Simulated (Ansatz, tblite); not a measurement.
Dissociation curve of Ga2(mu-Cl)2(Me)4, C4H12Cl2Ga2, singlet. The C4–H20 bond (C4 also carries Ga, H, H; H20 carries nothing else) is stretched with both fragments frozen at the PBE0/def2-SVP optimised geometry.

GFN2-xTB, 300 K electronic temperature (tblite); UKS-PBE0 = unrestricted PBE0/def2-SVP (Ansatz, a first-principles code).

Energies relative to the lowest point of each curve near equilibrium, in kJ/mol; the last columns give the difference from UKS-PBE0:

```csv
R / Å,GFN2-xTB,UKS-PBE0,GFN2-xTB − UKS-PBE0
0.90,85.5,99.1,-13.6
0.98,24.0,30.3,-6.2
1.04,4.6,6.8,-2.2
1.07,0.8,1.6,-0.9
1.10,0.0,0.0,0.0
1.13,1.7,1.3,0.4
1.19,10.9,10.9,-0.1
1.25,25.5,27.5,-2.0
1.33,50.2,56.8,-6.6
1.47,99.9,118.0,-18.2
1.59,145.4,173.8,-28.4
1.82,229.3,276.3,-46.9
2.06,305.8,367.8,-61.9
2.31,371.2,422.1,-50.8
2.67,441.0,454.3,-13.3
3.22,502.7,468.0,34.7
```

GFN2-xTB is furthest from UKS-PBE0 at 2.06 (-61.9 kJ/mol, below); its mean absolute difference over the points is 17.9 kJ/mol.

The unrestricted determinant behind UKS-PBE0 is spin-contaminated at 2.06 to 3.22 Å (<S²> up to 1.0, against 0.00 for a pure singlet).
